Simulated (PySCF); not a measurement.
SMILES C[Si](C)(C)[CH2][Al]([OH])[OH] at its GFN2-xTB optimised geometry (Å):

```
21

Si     1.0489     0.9441     0.0000
C      2.9603     0.9441     0.0000
C      0.4088     2.7412     0.0000
C      0.4267     0.0656    -1.5752
C      0.3482     0.0034     1.5018
Al    -1.3936    -0.7452     0.8828
O     -2.6320     0.3169     0.6541
O     -1.5076    -2.3660     0.6098
H      3.3520     1.4658    -0.8672
H      3.3542     1.4363     0.8833
H      3.3571    -0.0659    -0.0177
H     -0.6751     2.7539     0.0507
H      0.7070     3.2746    -0.8973
H      0.7854     3.2979     0.8523
H      1.0239    -0.8091    -1.8119
H     -0.5966    -0.2765    -1.3892
H      0.4108     0.7048    -2.4518
H      1.0276    -0.7917     1.8041
H      0.2495     0.6830     2.3460
H     -3.3571     0.9069     0.5192
H     -1.5091    -3.2979     0.4563
```

Computed with PBE0/def2-SVP (PySCF). Cells within 0.4 Å of a nucleus heavier than hydrogen are left out (blank, or x).

Map of the deformation density (molecule minus spherical neutral atoms) (e/bohr³) on the plane z = 0.0 Å:

```
|1111111111111111111111111111111|
|1111111111111111111111111111111|
|1111111111111111111111111111111|
|1111111111111111111111111111111|
|1111111111111111111111111111111|
|1111111111111110111111111111111|
|1111111111111121221111111111111|
|1111111111110486xx0011111111111|
|1111111111110487xx1011111111111|
|1111111111111133663111001111111|
|1111111111111112463111001111111|
|1111100111111101221123113111111|
|11110001111111000xx1467xx101111|
|11110012221110000xx1366xx111111|
|1111111233211000100012379411111|
|1111111233110000100001259311111|
|1111111222100000000001111011111|
|1111111111000000001111110111111|
|1111111111000001111111111111111|
|1111111111111111111111111111111|
|1111111112332111111111111111111|
|1111111112343211111111111111111|
|1111111111222111111111111111111|
|1111111111121111111111111111111|
|1111111111000111111111111111111|
|1111111111000111111111111111111|
|1111111111101111111111111111111|
|1111111111111111111111111111111|
|1111111111111111111111111111111|
|1111111111111111111111111111111|
|1111111111111111111111111111111|
```
Scale: ten equal steps from -0.017 (start of '0') to 0.088 (end of '9'), in the order '0123456789'; x runs from -5.50 to 5.50, y from -5.50 (bottom) to 5.50 (top).
